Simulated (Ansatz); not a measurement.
Ansatz results at the PBE0-D4/def2-TZVP geometry: LUMO energy (ωB97M-V/def2-TZVPP) 0.38 eV; LUMO energy (PBE0/def2-TZVPP) -1.76 eV; size of the dipole moment (ωB97M-V/def2-TZVPP) 2.10 D.

Each molecule was computed in one conformer, which needn't be the lowest.

Which molecule gave them?
A. `[SiH3]O[SiH2]BS`
B. `C[SiH2]BS`
C. `OB/C=N/CS`
D. `C/C([SiH3])=C\F`

C. The others give `[SiH3]O[SiH2]BS`: 0.18, -1.81, 0.54; `C[SiH2]BS`: 0.25, -1.71, 0.77; `C/C([SiH3])=C\F`: 2.14, 0.01, 0.59.
